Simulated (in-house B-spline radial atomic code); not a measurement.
Settings and results of a run for the cobalt ion Co²⁺ (with a hole in an inner shell). Method: Dirac-Hartree-Fock, average of the jj configuration, Fermi nucleus of rms radius 3.7875 fm. Calculated with an all-electron radial atomic-structure program (B-spline basis).

In the input, a minus or plus after the letter marks the j = l - 1/2 or j = l + 1/2 subshell.

Command:
```bash
python run_scf.py task.json out
```
Settings (nuclear radius in fm, mass in u):
```
Z                27
configuration    1s2 2s2 2p6 3s2 3p-1 3p+3 3d7 4s2
hamiltonian      dirac
method           hf
spin_polarised   False
nucleus          fermi
rms_radius       3.7875
atomic_mass      58.93319
speed_of_light   137.035999084
```

Output (hartree, bohr):
```
 radial grid: 74 intervals, B-splines of order 8, outer radius 38.5185 bohr

 iter        energy (Eh)    residual
    1      -1367.8088030    5.09e-01
    2      -1378.9363396    5.09e-01
    3      -1385.0660879    1.28e-01
    4      -1385.6359205    5.10e-02
    5      -1385.6747057    1.82e-02
    6      -1385.6849976    4.12e-03
    7      -1385.6854541    1.10e-03
    8      -1385.6854849    1.68e-04
    9      -1385.6854854    6.78e-06
   10      -1385.6854854    5.61e-07
   11      -1385.6854854    4.05e-08

 total energy                    -1385.685485
 kinetic                           1407.36445
 electron-nucleus                 -3293.51176
 electron-electron                  500.46183

 first-order corrections (not in the total)
   Gaunt                            0.57707
   retardation                     -0.05098
   frequency dependence            -0.00148
   self-energy                      0.38919
   Uehling                         -0.03363
   Wichmann-Kroll                   0.00022
   recoil                           0.00991

 orbital      occ     eigenvalue          <r>       <r^2>       <1/r>     <1/r^3>       <r^4>       r_max    small
 1s1/2      2.000     -287.67018    0.0561441  0.00423972     27.0423           - 4.63489e-05     0.03679  9.46e-03
 2s1/2      2.000      -37.04358     0.253566   0.0759176     5.87879           -   0.0100454      0.2123  1.78e-03
 2p1/2      2.000      -32.16554     0.222555   0.0609082     5.78793           -  0.00757546      0.1704  1.74e-03
 2p3/2      4.000      -31.63615     0.225518    0.062418     5.68128     534.696   0.0079288      0.1728  1.71e-03
 3s1/2      2.000       -5.86308       0.7584    0.660708     1.86037           -    0.692709      0.6628  3.92e-04
 3p1/2      1.000       -4.49441     0.785803    0.722626     1.74624           -    0.885725      0.6678  3.56e-04
 3p3/2      3.000       -4.37931     0.794905    0.739572     1.72101     69.7697    0.928942      0.6748  3.50e-04
 3d3/2      2.800       -1.90553     0.888645    0.982082     1.43955     7.25818     2.09499      0.6445  2.57e-04
 3d5/2      4.200       -1.93797     0.886748    0.975691     1.43895     7.16932      2.0525      0.6462  2.57e-04
 4s1/2      2.000       -1.04350      2.27946     5.87134    0.567328           -     52.4729       1.986  5.45e-05
```

Time taken, with all properties: 1.5 s on 1 thread of Intel(R) Xeon(R) 6975P-C, on a shared host.

For the Dirac Hamiltonian the kinetic term is c α·p + (β - 1)c².
